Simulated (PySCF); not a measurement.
Numbering as in the mapped SMILES `[SiH3:1][O:2][C:3]1=[CH:4][CH:5]=[CH:6][SiH2:7]1`. Hydrogens are named by the atom that carries them.

GIAO PBE0/pcSseg-1 shifts (PySCF, gas phase, non-relativistic, equivalent atoms averaged), each against references optimised in the same way as the molecule (TMS, H2O).

On the GFN2-xTB geometry: Si1 -38.3, Si7 -68.0, O2 107.3, C3 174.0, C5 158.5, C4 131.6, C6 116.6, H(C5) 7.25, H(C4) 6.39, H(C6) 5.38, H(Si1) 5.02, H(Si7) 4.58 ppm.

Task: What changes on the PBE0-D3(BJ)/def2-SVP geometry?

Result: 
```csv
atoms,δ (ppm),change
Si1,-28.0,+10.3
Si7,-63.0,+5.0
O2,112.0,+4.7
C3,174.6,+0.6
C5,160.0,+1.5
C4,131.1,-0.5
C6,114.6,-2.0
H(C5),7.13,-0.12
H(C4),6.34,-0.05
H(C6),5.48,+0.10
H(Si1),4.94,-0.08
H(Si7),4.65,+0.07
```

Bonds between heavy atoms that differ most (equivalent bonds averaged): Si1–O2 1.620 → 1.680 Å, C4–C5 1.449 → 1.470 Å, C6–Si7 1.877 → 1.859 Å, C5–C6 1.342 → 1.354 Å, C3–C4 1.346 → 1.354 Å. Mean change of bonds to hydrogen: Si–H +0.030 Å, C–H +0.014 Å.
